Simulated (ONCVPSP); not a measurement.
PBE ONCV dataset for helium, scalar-relativistic all-electron reference.

```
Element                 : helium (He)
Generator               : ONCVPSP 4.0.1
Type                    : optimised norm-conserving Vanderbilt (ONCV)
Functional              : PBE
Relativity              : scalar-relativistic
Frozen core             : none
Valence charge          : 2
Reference configuration : 1s2
Partial waves           : 1s: rc 0.55 bohr, ncon 4, nbas 8, qcut 9.7 1/bohr, 2 projectors, debl 1 Ha; p scattering state at 0.27 Ha: rc 0.45 bohr, ncon 4, nbas 8, qcut 18.7 1/bohr, 2 projectors, debl 2.9 Ha
Local potential         : polynomial inside 0.35 bohr (lpopt 5, dvloc0 -1 Ha)
Core correction         : none
```

All-electron outer shells of the reference configuration (PBE, scalar-relativistic, ld1.x):

```csv
shell,level (eV),outermost node (bohr),outermost maximum (bohr)
1s,-15.76,–,0.56
```

Question: Does the generator finish with these settings?

Answer: Yes, a potential is produced and its reference levels are reproduced.

Question: Estimate the cutoffs (Ha) at which the residual kinetic energy of the hardest occupied pseudo-wave falls to 1 and 0.1 mHa per electron.

Answer: 168 Ha and 536 Ha.

Question: Does the potential have ghost states?

Answer: No bound ghost flagged; GHOST(+) flags only above 600 eV.

Question: Tests: 1s1; 1s1.5. Which has the largest error in its energy relative to the reference configuration, and how large is it?

Answer: 1s1, with +11 meV (all-electron minus pseudo) on +26.96 eV.
